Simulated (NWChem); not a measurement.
Ionisation of H₂Be

```xyz
3

Be     0.0000     0.0000     0.0000
H      0.0000     0.0000     1.3442
H      0.0000     0.0000    -1.3442
```
Charge 0, spin multiplicity 1.

Program: NWChem. The geometry was optimised at PBE/def2-SVP, a minimum by its harmonic frequencies.

Basis set: def2-TZVPD. −ε marks an orbital energy of the parent.

B3LYP has NWChem's definition, with VWN1-RPA local correlation. The structure started from a generated list of species.

Q: For the first vertical ionisation energy, −ε(HOMO) of HF gives 12.15 eV and −ε(HOMO) of BLYP gives 7.41 eV. What do −ε(HOMO) of B3LYP, G0W0@HF, −ε(HOMO) of PBE give?

A: −ε(HOMO) of B3LYP: 8.63 eV; G0W0@HF: 12.10 eV; −ε(HOMO) of PBE: 7.46 eV.
